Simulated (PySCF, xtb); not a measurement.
C8H4F2S2, SMILES Fc1ccsc1-c1cc(F)cs1.

GFN2-xTB (xtb 6.7.1) at its own geometry gives an orbital gap of 2.62 eV and a dipole moment of 2.95 D.

Geometry: B3LYP-D3(BJ)/def2-SVP. Other conformers were not sampled.

Question: What does PySCF with PBE0/def2-SVP give? (An estimate is asked for; the answer gives what the named calculation found.)

Answer: gap 4.55 eV (levels -6.19 and -1.64 eV), dipole 2.29 D.
